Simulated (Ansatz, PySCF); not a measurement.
This PySCF input computes a PBE/def2-TZVPD energy:

```python
from pyscf import gto, scf, dft

mol = gto.M(
    atom='''
    Si    0.08877179   -0.47505642    0.00414295
    O    -0.20624850    1.10372528   -0.00962554
    H    -1.10586674   -1.33436007   -0.00895570
    H     1.51304961   -0.84465226    0.02795877
    ''',
    basis='def2-tzvpd',
    charge=1,
    spin=1,
    verbose=4,
)

mf = dft.UKS(mol, xc='pbe').density_fit(auxbasis='def2-universal-jkfit')
mf.grids.level = 3
mf.conv_tol = 1e-9
mf.max_cycle = 100
mf.max_memory = 1500
mf.kernel()
if not mf.converged:
    mf = mf.newton()
    mf.kernel(mf.make_rdm1())
for _ in range(2):
    mo, _, stable, _ = mf.stability(return_status=True)
    if stable:
        break
    mf.kernel(mf.make_rdm1(mo, mf.mo_occ))
mf.analyze()
```

Task: Write an input for the same energy in Ansatz (a quantum-chemistry and plane-wave program) and say what it gives.

Result: 
Ansatz 0.2 input:
```yaml
crystal:
  periodic: [false, false, false]
  atoms:
    - {symbol: Si, position_ang: [0.08877179, -0.47505642, 0.00414295]}
    - {symbol: O, position_ang: [-0.20624850, 1.10372528, -0.00962554]}
    - {symbol: H, position_ang: [-1.10586674, -1.33436007, -0.00895570]}
    - {symbol: H, position_ang: [1.51304961, -0.84465226, 0.02795877]}
basis:
  gaussian:
    orbitals: def2-TZVPD
hamiltonian:
  xc: {name: PBE}
total_charge: 1
magnetization: {spin_polarized: true, initial_magnetization: 1}
output: {forces: true}
```
It gives -365.33127 Eh, and PySCF -365.33132 Eh, a difference of 0.05 mEh, from the treatment of integrals and grids.
